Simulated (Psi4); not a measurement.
CrO3, singlet, geometry from GFN2-xTB (such geometries of metal compounds can be far from the true shape); BHHLYP/6-31G** run with Psi4.

The Psi4 input:
```
memory 2 GB

molecule {
0 1
  Cr   -0.00000000   -0.00000000   -0.00000000
  O    -1.07077093   -1.11835431   -0.13016836
  O    -0.05729490    1.24258645   -0.93107827
  O     1.12806583   -0.12423215    1.06124663
}

set basis 6-31g**

energy('bhhlyp')
print_variables()
```

Predict the main parts of the log of this Psi4 run.


```
   => Loading Basis Set <=

    Name: 6-31G**
    Role: ORBITAL
    Keyword: BASIS

         ---------------------------------------------------------
                                   SCF
               by Justin Turney, Rob Parrish, Andy Simmonett
                          and Daniel G. A. Smith
                              RKS Reference
         ---------------------------------------------------------

  ==> Geometry <==

    Molecular point group: c2v
    Full point group: C2v

    Geometry (in Angstrom), charge = 0, multiplicity = 1:

       Center              X                  Y                   Z               Mass
    ------------   -----------------  -----------------  -----------------  -----------------
         CR           0.000000000000     0.000000000000     0.000000001152    51.940506230000
         O           -0.000000000000     0.000000000000    -1.553773003239    15.994914619570
         O           -1.345606893997    -0.000000000000     0.776886499749    15.994914619570
         O            1.345606893997     0.000000000000     0.776886499749    15.994914619570

  Running in c2v symmetry.

  Rotational constants: A =      0.29104  B =      0.29104  C =      0.14552 [cm^-1]
  Rotational constants: A =   8725.06904  B =   8725.06901  C =   4362.53451 [MHz]
  Nuclear repulsion =  233.924793840652256

  Charge       = 0
  Multiplicity = 1
  Electrons    = 48
  Nalpha       = 24
  Nbeta        = 24

  ==> Algorithm <==

  SCF Algorithm Type is DF.
  DIIS enabled.
  MOM disabled.
  Fractional occupation disabled.
  Guess Type is SAD.
  Energy threshold   = 1.00e-06
  Density threshold  = 1.00e-06
  Integral threshold = 1.00e-12

  ==> Primary Basis <==

  Basis Set: 6-31G**
    Blend: 6-31G**
    Number of shells: 30
    Number of basis functions: 84
    Number of Cartesian functions: 84
    Spherical Harmonics?: false
    Max angular momentum: 3

  ==> DFT Potential <==

   => LibXC <=

    Version 7.1.2
    S. Lehtola, C. Steigemann, M. J. T. Oliveira, and M. A. L. Marques,  SoftwareX 7, 1–5 (2018) (10.1016/j.softx.2017.11.002)

   => Composite Functional: BHANDHLYP <=

    BHandHLYP Hyb-GGA Exchange-Correlation Functional

    A. D. Becke,  J. Chem. Phys. 98, 1372 (1993) (10.1063/1.464304)
    Defined through Gaussian implementation.

    Deriv               =              1
    GGA                 =           TRUE
    Meta                =          FALSE

    Exchange Hybrid     =           TRUE
    MP2 Hybrid          =          FALSE

   => Exchange Functionals <=

    0.5000         Becke 88

   => Exact (HF) Exchange <=

    0.5000               HF

   => Correlation Functionals <=

    1.0000   Lee, Yang & Parr

   => LibXC Density Thresholds  <==

    XC_HYB_GGA_XC_BHANDHLYP:  1.00E-15

   => Molecular Quadrature <=

    Radial Scheme          =       TREUTLER
    Pruning Scheme         =           NONE
    Nuclear Scheme         =       TREUTLER

    Blocking Scheme        =         OCTREE
    BS radius alpha        =              1
    Pruning alpha          =              1
    Radial Points          =             75
    Spherical Points       =            302
    Total Points           =          87679
    Total Blocks           =            751
    Max Points             =            255
    Max Functions          =             83
    Weights Tolerance      =       1.00E-15

   => Loading Basis Set <=

    Name: (6-31G** AUX)
    Role: JKFIT
    Keyword: DF_BASIS_SCF

  ==> Integral Setup <==

  SCF_SUBTYPE=INCORE selected. In-core MEM_DF algorithm will be used.
  Using in-core AOs.

  ==> MemDFJK: Density-Fitted J/K Matrices <==

    J tasked:                   Yes
    K tasked:                   Yes
    wK tasked:                   No
    Algorithm:                 Core
    Schwarz Cutoff:           1E-12
    Mask sparsity (%):       0.1701
    Fitting Condition:        1E-10

   => Auxiliary Basis Set <=

  Basis Set: (6-31G** AUX)
    Blend: CC-PVDZ-JKFIT + DEF2-UNIVERSAL-JKFIT
    Number of shells: 130
    Number of basis functions: 620
    Number of Cartesian functions: 620
    Spherical Harmonics?: false
    Max angular momentum: 6

  Minimum eigenvalue in the overlap matrix is 2.6954895199E-03.
  Reciprocal condition number of the overlap matrix is 4.6365647272E-04.
    Using symmetric orthogonalization.

  ==> Pre-Iterations <==

  SCF Guess: Superposition of Atomic Densities via on-the-fly atomic UHF (no occupation information).

   -------------------------
    Irrep   Nso     Nmo
   -------------------------
     A1        37      37
     A2         8       8
     B1        23      23
     B2        16      16
   -------------------------
    Total      84      84
   -------------------------

  ==> Iterations <==

                           Total Energy        Delta E     RMS |[F,P]|

   @DF-RKS iter SAD: -1268.24438835300271   -1.26824e+03   0.00000e+00
   @DF-RKS iter   1: -1269.56106395889697   -1.31668e+00   1.63865e-02 DIIS/ADIIS
   @DF-RKS iter   2: -1268.43599417232303    1.12507e+00   4.88271e-02 DIIS/ADIIS
   @DF-RKS iter   3: -1269.72426802875157   -1.28827e+00   8.30930e-03 DIIS/ADIIS
   @DF-RKS iter   4: -1269.76764216512765   -4.33741e-02   2.97337e-03 DIIS/ADIIS
   @DF-RKS iter   5: -1269.77279535712341   -5.15319e-03   2.54590e-04 DIIS/ADIIS
   @DF-RKS iter   6: -1269.77291730124966   -1.21944e-04   5.61577e-05 DIIS
   @DF-RKS iter   7: -1269.77294540981484   -2.81086e-05   4.39286e-05 DIIS
   @DF-RKS iter   8: -1269.77295125692672   -5.84711e-06   1.57079e-05 DIIS
   @DF-RKS iter   9: -1269.77295249087842   -1.23395e-06   7.02646e-06 DIIS
   @DF-RKS iter  10: -1269.77295253351122   -4.26328e-08   5.19778e-06 DIIS
   @DF-RKS iter  11: -1269.77295256402590   -3.05147e-08   1.84644e-07 DIIS
  Energy and wave function converged.

  ==> Post-Iterations <==

   Electrons on quadrature grid:
      Ntotal   =   48.0000140836 ; deviation = 1.408e-05

    Orbital Energies [Eh]
    ---------------------

    Doubly Occupied:

[...]
    Virtual:

[...]
    Final Occupation by Irrep:
             A1    A2    B1    B2
    DOCC [    12,    1,    7,    4 ]
    NA   [    12,    1,    7,    4 ]
    NB   [    12,    1,    7,    4 ]

  @DF-RKS Final Energy: -1269.77295256402590

   => Energetics <=

    Nuclear Repulsion Energy =            233.9247938406522564
    One-Electron Energy =               -2208.5397945191425606
    Two-Electron Energy =                 742.9279695217514927
    DFT Exchange-Correlation Energy =     -38.0859214072870458
    Empirical Dispersion Energy =           0.0000000000000000
    VV10 Nonlocal Energy =                  0.0000000000000000
    Total Energy =                      -1269.7729525640258998

Computation Completed

Properties will be evaluated at   0.000000,   0.000000,   0.000000 [a0]

Properties computed using the SCF density matrix

 Multipole Moments:

 ------------------------------------------------------------------------------------
     Multipole            Electronic (a.u.)      Nuclear  (a.u.)        Total (a.u.)
 ------------------------------------------------------------------------------------

 L = 1.  Multiply by 2.5417464519 to convert [e a0] to [Debye]
 Dipole X            :          0.0000000            0.0000000            0.0000000
 Dipole Y            :          0.0000000            0.0000000            0.0000000
 Dipole Z            :          0.0000007           -0.0000000            0.0000007
 Magnitude           :                                                    0.0000007

 ------------------------------------------------------------------------------------

  Variable Map:
  ----------------------------------------------------------------------------
[...]
  Array Variable Map:
  ----------------------------------------------------------------------------
[...]
[...]
```
